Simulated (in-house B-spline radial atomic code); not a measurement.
A run on Nb (an excited or competing configuration) that did not converge. Method: scalar-relativistic (X2C) wB97X, spin-polarised, spherical fractional occupations, exact exchange averaged over the configuration, Fermi nucleus of rms radius 4.324 fm; computed with a B-spline radial code for spherical atoms.

Command:
```bash
python run_scf.py task.json out
```
Settings (nuclear radius in fm, mass in u):
```
Z                41
configuration    [Ar] 3d9 4s2 4p6 4d4 4f1 5s1
hamiltonian      x2c
method           wb97x
spin_polarised   True
nucleus          fermi
rms_radius       4.324
atomic_mass      92.90637
speed_of_light   137.035999084
exact_exchange   averaged over the configuration
```

First and last ten iterations of the last attempt (damped for 15 steps, keeping 80 % of the old Fock matrix, then DIIS):
```
 iter        energy (Eh)    residual
    1       -3805.019569    4.26e-01
    2       -3807.716963    2.55e-01
    3       -3809.681059    1.62e-01
    4       -3810.793670    1.06e-01
    5       -3811.359044    6.89e-02
    6       -3811.597041    4.58e-02
    7       -3811.699139    3.36e-02
    8       -3811.746787    2.54e-02
    9       -3811.770198    1.95e-02
   10       -3811.781723    1.52e-02
  111       -3811.795187    3.97e-04
  112       -3811.795179    4.36e-04
  113       -3811.795186    3.91e-04
  114       -3811.795201    4.53e-04
  115       -3811.795200    4.42e-04
  116       -3811.795196    3.80e-04
  117       -3811.795207    5.80e-04
  118       -3811.795187    3.61e-04
  119       -3811.795200    4.47e-04
  120       -3811.795193    4.06e-04
 not converged after 120 iterations
```

The smallest residual met was 2.6e-04; the threshold is about 4e-07. No energy from this run should be used. Cost of the run: 37 s on 1 thread of Arm Neoverse V1, with other jobs on the host.
